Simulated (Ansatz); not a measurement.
Gas-phase electronic energies from Ansatz, PBE0-D4/def2-TZVP geometries. CBS: MP2 limit from def2 TZ/QZ plus the TZ coupled-cluster correction, frozen cores. This one scheme is used for every species, atoms too. DFT in def2-TZVPP. B3LYP here is the variant with VWN-RPA as its local correlation; programs differ in this. No spin–orbit coupling; open shells (•) take unrestricted orbitals. Bonds to Se are less sure, by a few kJ/mol each and by 10 to 20 or more in all where they break to atoms, as the def2 sets lack core-valence functions. Scalar relativity is left out up to krypton. Each species was taken in one conformer, which may not be the lowest.

`Cl[SiH2][SeH]` + H• → `Cl[SiH][SeH]`• + H₂  (hydrogen abstraction from the Si–H bond)

`Cl[SiH2][SeH]`:

Cartesian coordinates in Å:
```
Cl 1.288 1.270 -1.499
Si 0.419 0.271 0.064
Se -1.420 -0.750 -0.790
H 1.393 -0.709 0.596
H 0.065 1.257 1.110
H -1.746 -1.339 0.518
```

`Cl[SiH][SeH]`•:

Cartesian coordinates in Å:
```
Cl 0.531 -1.989 0.552
Si 0.048 -0.400 -0.668
Se -0.332 1.530 0.456
H 1.227 -0.111 -1.532
H -1.474 0.969 1.193
```

H₂:

```xyz
2

H    -0.256   -0.009   -0.271
H     0.256    0.009    0.271
```

```
             level  ΔE (kJ/mol)  difference from CCSD(T)/CBS
         revPBE-D4        -88.5                        -21.1
           PBE0-D4        -71.1                         -3.7
          B3LYP-D4        -84.7                        -17.3
               PBE        -82.0                        -14.6
            r2SCAN        -84.4                        -17.0
           r2SCANh        -82.1                        -14.7
             BHLYP        -71.5                         -4.1
           LC-ωPBE        -62.5                          4.9
     HF/def2-TZVPP        -39.2                         28.2
SCS-MP2/def2-TZVPP        -59.4                          8.0
       CCSD(T)/CBS        -67.4                            0
```

Largest T1 diagnostic among the species: 0.012.

From PBE to PBE0 (25 % exact exchange), in def2-TZVPP and without D4, ΔE moves by +10.3 kJ/mol. At CCSD(T), def2-SVP lies +5.3 kJ/mol from the extrapolated value and def2-TZVPP −0.6 kJ/mol. In def2-TZVPP, CCSD(T) changes the Hartree–Fock value by −28.7 kJ/mol (the triples alone add −1.0 kJ/mol) and MP2 by −16.3 kJ/mol.
